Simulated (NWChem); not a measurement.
# SeF2; SMILES F[Se]F

Program: NWChem. All runs use the structure optimised with PBE0/def2-SVP. Gas phase, vertical.

PBE0/def2-SVPD, TDA puts singlet state 3 at 6.68 eV with oscillator strength 0.125.

**Question.** Give the wavelength, the transition dipole and the radiative lifetime of that state in vacuum.

**Answer.** 
1. λ = 1239.84/6.68 = 186 nm, or 53880 cm⁻¹.
2. f = (2/3) ΔE μ² in atomic units, so μ = √(1.5 f/ΔE) = 0.87 a.u. = 2.22 D.
3. τ = 1.499 s cm⁻² / (f ν²) = 4.1 ns, for a non-degenerate state that emits at the vertical energy; a higher state like this one mostly decays faster by other paths.
